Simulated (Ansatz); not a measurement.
Mulliken charges of `[SiH3]OC1=CS1` from r2SCAN/def2-TZVPP in Ansatz (PBE0-D4/def2-TZVP geometry).

| atom | x (Å) | y (Å) | z (Å) | charge (e) |
| --- | --- | --- | --- | --- |
| Si1 | -0.668 | -0.625 | -1.377 | 0.422 |
| O2 | 0.366 | -0.771 | -0.053 | -0.334 |
| C3 | 0.548 | 0.184 | 0.815 | 0.210 |
| C4 | 0.974 | 0.574 | 1.952 | -0.125 |
| S5 | 0.239 | 1.960 | 0.919 | -0.217 |
| H6 | -0.435 | 0.679 | -2.035 | -0.035 |
| H7 | -0.287 | -1.761 | -2.240 | -0.052 |
| H8 | -2.070 | -0.748 | -0.918 | -0.050 |
| H9 | 1.421 | 0.462 | 2.920 | 0.180 |

Question: By hand: the dipole of these point charges (1 e Å = 4.8032 D).

Answer: Σ q r = (-0.073, -0.276, -0.076) e Å, of length 0.295 e Å = 1.42 D.

Question: How does the dipole of the full density compare? (Best estimate.)

Answer: The calculation gave: (-0.052, -0.392, -0.135) e Å, 2.01 D; the point charges give 0.71 times that, at 8° from its direction.

Point charges leave out the atoms' own dipoles, such as those of lone pairs, and Mulliken's split depends on the basis, so the two needn't agree.
